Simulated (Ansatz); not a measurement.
`C[Se]P` + PH₃ → `PP` + `C[SeH]` at 298.15 K and 1 bar (ligand exchange at a P–Se bond).

Gas-phase electronic energies from Ansatz, PBE0-D4/def2-TZVP geometries. CBS: MP2 limit from def2 TZ/QZ plus the TZ coupled-cluster correction, frozen cores. This one scheme is used for every species. For Se outer-core shells are correlated without core-valence functions, which leaves a few kJ/mol of doubt a bond. Scalar relativity is left out up to krypton. Each species was taken in one conformer, which may not be the lowest.

```json
{"species": "`C[Se]P`", "CCSD(T)/CBS energy (Eh)": "-2782.70431", "H − E (kJ/mol)": "163.1", "S (J/(mol·K))": "324.1"}
{"species": "PH₃", "CCSD(T)/CBS energy (Eh)": "-342.72256", "H − E (kJ/mol)": "73.1", "S (J/(mol·K))": "210.2"}
{"species": "`PP`", "CCSD(T)/CBS energy (Eh)": "-684.26248", "H − E (kJ/mol)": "105.7", "S (J/(mol·K))": "273.8"}
{"species": "`C[SeH]`", "CCSD(T)/CBS energy (Eh)": "-2441.15625", "H − E (kJ/mol)": "129.5", "S (J/(mol·K))": "267.5"}
```

H − E and S are ideal-gas, rigid-rotor, harmonic terms from PBE0-D4/def2-TZVP, for one conformer and one mirror image of each species. 1 Eh = 2625.50 kJ/mol, R = 8.31446 J/(mol·K).

Problem. By hand: ΔE, ΔH, ΔS and ΔG.

Solution. ΔE = (-684.26248) + (-2441.15625) − (-2782.70431) − (-342.72256) = 0.00814 Eh = 21.4 kJ/mol. Δ(H − E) = 105.7 + 129.5 − 163.1 − 73.1 = -1.0, so ΔH = 20.4 kJ/mol. ΔS = 273.8 + 267.5 − 324.1 − 210.2 = 7.0 J/(mol·K). ΔG = 20.4 − 298.15 × (7.0)/1000 = 18.3 kJ/mol.

Problem. By hand: the equilibrium constant, and the temperature at which ΔG would vanish if ΔH and ΔS stayed fixed.

Solution. log₁₀ K = −ΔG/(RT ln 10) = -3.2. ΔG = 0 at ΔH/ΔS = 2914 K, far beyond where these terms or the molecules hold.

The number of gas molecules stays the same, so ΔS is small and ΔH decides. A doubt of 5 kJ/mol in ΔE shifts log₁₀ K by 0.9 here. Other conformers and mirror images would add mixing entropy, several J/(mol·K) or more a flexible species. These are equilibria of isolated gas molecules and say nothing of rates. Largest T1 diagnostic: 0.014 (customary marks: 0.02 for closed shells, 0.045 for open ones).
